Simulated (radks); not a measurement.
Question: These are the eigenvalues of the occupied orbitals of an atom or ion with whole-number occupations (eV). Calculated with a radial shooting solver on a logarithmic mesh with Libxc functionals: Dirac Kohn-Sham, PBE, spin-unpolarised, spherical densities, finite nucleus; Fermi nuclear charge, rms radius of each element as measured or else 0.836 A^(1/3) + 0.57 fm.

orbital  eigenvalue
1s1/2     -31648.86
2s1/2     -4888.951
2p1/2     -4583.503
2p3/2     -4308.999
3s1/2     -1007.933
3p1/2     -882.3113
3p3/2     -831.1416
3d3/2     -609.5318
3d5/2     -598.8314
4s1/2     -207.5134
4p1/2     -164.3006
4p3/2     -154.5601
4d3/2      -85.4415
4d5/2      -83.9492
5s1/2      -53.2222

Which element is it, and in what charge state? The configuration may be excited. Open shells, if any, fill j = l - 1/2 first.

Answer: Z = 52, tellurium, charge +4: Te4+ in [Kr] 4d10 5s2. The list shows which subshells hold electrons but not how many an open one holds; the 1s level, -1163.1 hartree, gives Z - s = 48.2 by -(Z - s)^2/2, which with screening and relativity narrows Z to a few neighbours, and the depths of the outer levels then fix element, charge and occupations together.
